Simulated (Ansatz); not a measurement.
Geometry optimisation, RHF/6-31G* (Ansatz 0.2.0).

The input (input.yaml):

```yaml
crystal:
  periodic: [false, false, false]
  atoms:
    - { symbol: Al, position_ang: [0.0, 0.0, 0.0] }
    - { symbol: Cl, position_ang: [0.0, 0.0, 2.58] }
    - { symbol: "N", position_ang: [1.6627, 0.0, -0.96] }
    - { symbol: H, position_ang: [2.1293, -0.9179, -1.2118] }
    - { symbol: H, position_ang: [2.1141, 0.9179, -1.2382] }
    - { symbol: F, position_ang: [-1.4635, 0.0, -0.845] }
    - { symbol: O, position_ang: [0.0932, 1.9717, 0.6559] }
    - { symbol: H, position_ang: [0.4919, 2.0, 1.5834] }
    - { symbol: H, position_ang: [0.0666, 1.4096, 1.8287] }
basis:
  gaussian: { orbitals: "6-31G*" }
hamiltonian:
  xc: hf
relax:
  f_tol: 0.15
  max_steps: 25
  restrain:
    - { distance: [0, 6], at: 2.98, k: 30.0 }
    - { distance: [8, 1], at: 2.57, k: 30.0 }
    - { distance: [0, 1], at: 2.23, k: 30.0 }
    - { distance: [8, 6], at: 1.01, k: 30.0 }
```

Command:

```bash
$ ansatz run input.yaml --threads 1 --pin off --max-ram 2048MiB --backend cpu --events-out ev --progress --plain --runs-dir out
```

Q: Where does it end, and by what steps?

A: The forces met the threshold. The restraints hold the end off the free minimum. After 17 steps the energy has fallen by 5.647 eV (the restraints' own energy left out); H5 moved furthest, 1.23 Å. Parted: Al1–O7 (2.08 → 2.96 Å), H8–H9 (0.77 → 1.53 Å). Joined: O7–H9 (1.30 → 0.97 Å).

```
step  energy less start (eV)  largest force component (eV/Å)  accepted
   0                  0.0000                           5.978       yes
   1                 -0.2818                           6.287       yes
   2                 -1.2892                           6.377       yes
   3                 -2.9361                           5.178       yes
   4                 -4.5874                           3.156       yes
   5                 -5.2326                           2.157       yes
   6                 -5.3283                           1.267       yes
   7                 -5.3234                           1.303       yes
   8                 -5.4211                           1.252       yes
   9                 -5.3604                           1.845        no
  10                 -5.4583                           1.244       yes
  11                 -5.4957                           1.189       yes
  12                 -5.5476                           1.194       yes
  13                 -5.6140                           1.259       yes
  14                 -5.6419                           1.271       yes
  15                 -5.6044                           1.254        no
  16                 -5.6457                           1.265       yes
  17                 -5.6468                           1.253       yes
```

```xyz
9
Properties=species:S:1:pos:R:3
Al 0.042 -0.174 -0.148
Cl -0.062 -0.752 1.967
N 1.590 -0.238 -0.967
H 2.456 -0.485 -0.535
H 1.719 -0.022 -1.934
F -1.358 0.030 -0.956
O 0.007 2.386 1.345
H 0.840 2.818 1.499
H -0.141 1.819 2.123
```

Time of the run: 55 s on 1 thread of Arm Neoverse V1, with other jobs on the host, peak memory 0.15 GiB.
